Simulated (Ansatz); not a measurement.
Calculated with Ansatz (gas phase, PBE0-D4/def2-TZVP geometries, no zero-point term in ΔE). CCSD(T)/CBS adds triple-zeta CCSD(T) − MP2 to the extrapolated MP2 energy (def2 sets, frozen cores). Functionals use def2-TZVPP. B3LYP here is the variant with VWN-RPA as its local correlation; programs differ in this. Each species was taken in one conformer, which may not be the lowest.

Consider the ligand exchange at the Si–O bond: `[NH2][Al]([F])[O][SiH3]` + `S[SiH2]Cl` → `[SiH3]S[SiH2]Cl` + `[NH2][Al]([OH])[F]`.

`[NH2][Al]([F])[O][SiH3]`:

Cartesian coordinates in Å:
```
N -1.784 1.575 -0.621
Al -0.152 0.962 -0.757
F 0.886 1.697 -1.800
O 0.367 -0.346 0.145
Si 1.148 -1.570 0.873
H -2.489 1.194 -0.012
H -2.143 2.358 -1.140
H 0.427 -1.955 2.116
H 1.207 -2.749 -0.032
H 2.534 -1.166 1.230
```

`S[SiH2]Cl`:

```xyz
6

S     0.871   -1.465   -0.029
Si   -0.029    0.432    0.263
Cl   -2.079    0.343    0.333
H     0.457   -1.578   -1.303
H     0.314    1.361   -0.836
H     0.465    0.907    1.572
```

`[SiH3]S[SiH2]Cl`:

```xyz
9

Si   -0.760    0.204    1.412
S    -1.313    0.253   -0.662
Si    0.608   -0.077   -1.489
Cl    1.425   -1.854   -0.854
H     0.584    0.813    1.581
H    -1.785    0.998    2.131
H    -0.747   -1.186    1.924
H     1.554    0.985   -1.085
H     0.435   -0.136   -2.956
```

`[NH2][Al]([OH])[F]`:

Z-matrix (Å, degrees):
```
N
Al 1 1.755
H 1 1.006 2 123.7
H 1 1.006 2 125.7 3 -180.0
O 2 1.685 1 124.9 3 180.0
F 2 1.644 1 118.1 3 -0.0
H 5 0.954 2 124.9 1 -0.1
```

```csv
level,ΔE (kJ/mol),difference from CCSD(T)/CBS
PBE-D4,34.5,-14.1
B3LYP-D4,52.7,4.1
ωB97X-V,50.9,2.3
B2PLYP,57.6,9.0
B3LYP,60.7,12.1
HF/def2-TZVPP,78.4,29.8
MP2/def2-TZVPP,48.7,0.1
CCSD(T)/def2-TZVPP,53.5,4.9
HF/def2-QZVPP,80.3,31.7
MP2/def2-QZVPP,46.5,-2.1
CCSD(T)/CBS,48.6,0
```

Largest T1 diagnostic among the species: 0.012.

The D4 term adds −8.0 kJ/mol with B3LYP and −4.1 kJ/mol with PBE0; it sums over pairs of atoms, weighted by their polarisabilities, and B3LYP, whose exchange is more repulsive, gets the larger term. In def2-TZVPP, CCSD(T) changes the Hartree–Fock value by −24.9 kJ/mol (the triples alone add −4.8 kJ/mol) and MP2 by −29.7 kJ/mol. From PBE to PBE0 (25 % exact exchange), in def2-TZVPP and without D4, ΔE moves by +4.6 kJ/mol.
